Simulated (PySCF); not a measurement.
Job file and geometry (Å, from GFN2-xTB) of an NMR shielding run on `c1cc2sccc2[nH]1`, C6H5NS, PySCF 2.14.0, density-fitted response routines, GIAO PBE0/pcSseg-1 NMR shielding, non-relativistic, gas phase; density fitting, a coarse starting grid and PySCF grid level 2 are the driver's defaults:

```
{"job": {"kind": "nmr", "xc": "PBE0", "basis": "pcSseg-1"}, "charge": 0, "multiplicity": 1}
C     -1.986596    -0.349904    -0.021916
C     -1.572563     0.909924     0.324802
C     -0.167657     0.881092     0.259256
S      1.206249     1.901216     0.498490
C      2.263220     0.587935     0.076777
C      1.621678    -0.567903    -0.231088
C      0.223531    -0.402569    -0.127147
N     -0.906332    -1.142274    -0.294768
H     -2.983505    -0.738087    -0.093232
H     -2.194820     1.740040     0.590090
H      3.320003     0.766355     0.086075
H      2.119722    -1.477395    -0.514008
H     -0.947317    -2.107946    -0.571059
```

Problem. What does the program print?

Solution. 
```
coarse grid: 12304 points
cycle   1  E = -683.9578826229  dE =  1.853e+00  |g| = 3.839e-01  |ddm| = 3.880e+00
cycle   2  E = -683.9386729718  dE =  1.921e-02  |g| = 4.814e-01  |ddm| = 9.506e-01
cycle   3  E = -683.9966832648  dE = -5.801e-02  |g| = 9.760e-02  |ddm| = 5.514e-01
cycle   4  E = -683.9986650275  dE = -1.982e-03  |g| = 3.422e-02  |ddm| = 1.055e-01
cycle   5  E = -683.9989149656  dE = -2.499e-04  |g| = 1.230e-02  |ddm| = 4.498e-02
cycle   6  E = -683.9989577086  dE = -4.274e-05  |g| = 3.118e-03  |ddm| = 1.910e-02
cycle   7  E = -683.9989596665  dE = -1.958e-06  |g| = 1.394e-03  |ddm| = 4.203e-03
final grid: 116848 points
cycle   8  E = -684.0465494854  dE = -2.516e-05  |g| = 9.261e-03  |ddm| = 4.063e-02
cycle   9  E = -684.0465310451  dE =  1.844e-05  |g| = 1.244e-02  |ddm| = 2.165e-02
cycle  10  E = -684.0465705898  dE = -3.954e-05  |g| = 1.295e-03  |ddm| = 1.412e-02
cycle  11  E = -684.0465710363  dE = -4.465e-07  |g| = 3.879e-04  |ddm| = 1.756e-03
cycle  12  E = -684.0465710730  dE = -3.666e-08  |g| = 6.670e-05  |ddm| = 3.863e-04
cycle  13  E = -684.0465710739  dE = -9.466e-10  |g| = 2.951e-05  |ddm| = 9.376e-05
converged SCF energy = -684.0465710739

GIAO shielding tensors (ppm)
atom      isotropic    diamagn.    paramagn.     s11        s22        s33       span
  0 C       62.911     250.506    -187.595     -9.240     67.957    130.016    139.255
  1 C       80.126     249.356    -169.230      6.105     66.995    167.279    161.174
  2 C       52.840     265.816    -212.976      1.095     29.977    127.449    126.354
  3 S      367.172    1055.291    -688.119    209.459    428.631    463.426    253.967
  4 C       55.341     259.648    -204.306    -27.450     61.972    131.502    158.952
  5 C       73.576     249.642    -176.066     -6.761     65.228    162.261    169.022
  6 C       45.775     253.709    -207.934     -4.871     31.443    110.753    115.624
  7 N      117.805     328.192    -210.387     44.840    119.271    189.304    144.464
  8 H       24.813      29.500      -4.687     20.671     25.758     28.011      7.340
  9 H       25.036      30.878      -5.842     21.165     26.169     27.774      6.609
 10 H       24.747      29.974      -5.227     21.043     25.171     28.027      6.984
 11 H       24.767      30.061      -5.295     20.738     25.405     28.157      7.419
 12 H       23.986      32.483      -8.497     16.460     24.288     31.211     14.751
```

Problem. Turn these shieldings into chemical shifts. Chemical shifts δ = σref − σ; $^{13}$C (186.93 ppm) and $^{1}$H (31.72 ppm) vs TMS; $^{33}$S (503.73 ppm) against CS2; $^{15}$N (267.73 ppm) against NH3, all at this level.

Solution. Averaging equivalent atoms: C 6: 141.1; C 2: 134.1; C 4: 131.6; C 0: 124.0; C 5: 113.3; C 1: 106.8; S 3: 137; N 7: 149.9; H 12: 7.73; H 10: 6.97; H 11: 6.95; H 8: 6.90; H 9: 6.68 ppm. Experimental scales use liquid or dissolved standards, which lie at an offset from isolated NH3 (liquid NH3: subtract about 20 ppm).

Size and cost of the density-fitted run: 168 basis functions, 18 s wall time on 1 thread of an Arm Neoverse V2, shared host.
